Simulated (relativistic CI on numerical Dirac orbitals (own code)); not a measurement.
**Ni⁴⁺ in a cubic cluster: L2,3 absorption with charge transfer**

Computed with a charge-transfer multiplet model of a cubic metal-ligand cluster with up to 3 ligand holes, Slater and spin-orbit integrals from Dirac-Coulomb-Breit ions, Slater integrals scaled by 0.8. The parameters are those of a tetrahedral site (10Dq negative, t2 hopping the larger). The ground state mixes d6 with configurations of k ligand holes L, whose averages lie at kΔ + k(k − 1)U_dd/2; a core hole lowers each added d electron by U_cd. 300 K, Lorentzian 0.4 eV and Gaussian 0.3 eV FWHM.

Atomic integrals in eV (Slater integrals scaled, ζ unscaled), ground: F2dd 11.354, F4dd 7.124, zeta_d 0.099; with the core hole: F2dd 11.936, F4dd 7.492, zeta_d 0.124, zeta_core 11.400, F2cd 7.214, G1cd 5.576, G3cd 3.173.

Cluster parameters (eV): U_dd = 7.4, U_cd = 8.8, 10Dq = -0.15, 10Dq(ligand) = 0, V(eg) = 0.8, V(t2g) = -1.36, final-state hopping factor = 1.

```csv
Case,n_d,d6,d7L,d8L2,d9L3,S
Δ = -0.9 eV,6.53,0.50,0.47,0.03,0.00,2.00
Δ = 0.1 eV,6.40,0.62,0.36,0.02,0.00,2.00
Δ = 1.1 eV,6.29,0.72,0.27,0.01,0.00,2.00
Δ = 2.1 eV,6.22,0.79,0.20,0.01,0.00,2.00
Δ = 3.1 eV,6.16,0.84,0.15,0.00,0.00,2.00
```

Weights, n_d and S are thermal averages at 300 K. Photon energies count from the first peak over 30 % of the highest in each spectrum, which can be another peak from case to case. The parameters are a model scan and need not match a compound or its usual spin state. Peaks in eV (height, largest 100):
- Δ = -0.9 eV: 0.0 (100), 3.5 (21), 5.1 (14), 17.5 (36), 20.6 (9)
- Δ = 0.1 eV: 0.0 (92), 0.6 (100), 1.7 (45), 3.8 (18), 4.3 (17), 5.3 (14), 17.9 (34), 18.4 (34), 21.4 (9)
- Δ = 1.1 eV: 0.0 (97), 0.7 (100), 1.9 (38), 4.7 (16), 5.4 (12), 18.0 (32), 18.4 (34), 21.6 (8)
- Δ = 2.1 eV: 0.0 (100), 0.6 (95), 2.0 (31), 3.5 (16), 4.8 (13), 18.3 (35), 19.9 (8), 21.8 (6)
- Δ = 3.1 eV: -1.1 (22), 0.0 (72), 0.8 (100), 1.5 (90), 2.9 (27), 6.0 (9), 19.0 (33), 21.0 (7)

Curve for Δ = 1.1 eV (points under 2 left out, the grid thinned):

| E (eV) | Intensity |
| --- | --- |
| -3.1 | 2.1 |
| -2.7 | 3.8 |
| -2.2 | 6.9 |
| -1.8 | 13.2 |
| -1.4 | 24.4 |
| -0.9 | 44.1 |
| -0.5 | 67.4 |
| -0.1 | 94.7 |
| 0.4 | 88.2 |
| 0.8 | 95.2 |
| 1.2 | 48.9 |
| 1.7 | 35.4 |
| 2.1 | 35.9 |
| 2.5 | 27.2 |
| 2.9 | 19.8 |
| 3.4 | 17.7 |
| 3.8 | 15.3 |
| 4.2 | 14.5 |
| 4.7 | 15.7 |
| 5.1 | 12.5 |
| 5.5 | 11.9 |
| 6.0 | 6.2 |
| 6.4 | 4.6 |
| 6.8 | 3.5 |
| 7.3 | 2.9 |
| 7.7 | 2.5 |
| 8.1 | 2.8 |
| 8.6 | 2.3 |
| 16.0 | 5.0 |
| 16.4 | 9.1 |
| 16.9 | 15.3 |
| 17.3 | 21.9 |
| 17.7 | 28.8 |
| 18.1 | 32.0 |
| 18.6 | 31.6 |
| 19.0 | 13.9 |
| 19.4 | 9.7 |
| 19.9 | 8.2 |
| 20.3 | 5.6 |
| 20.7 | 5.2 |
| 21.2 | 6.7 |
| 21.6 | 8.1 |
| 22.0 | 5.5 |
| 22.5 | 2.9 |
| 22.9 | 2.0 |

For the case Δ = 2.1 eV, Δ = 2.1 eV is smaller than U_dd = 7.4 eV, the charge-transfer side of the Zaanen-Sawatzky-Allen scheme. With the core hole the configuration with one ligand hole lies at Δ + U_dd − U_cd = -2.3, -1.3, -0.3, 0.7, 1.7 eV from the one without, in the order of the table; where this is negative the screened configuration lies lower, though the effective hopping of about 2.4 eV (from the holes of the mixed ground state) mixes the two strongly wherever it is as large as the gap.
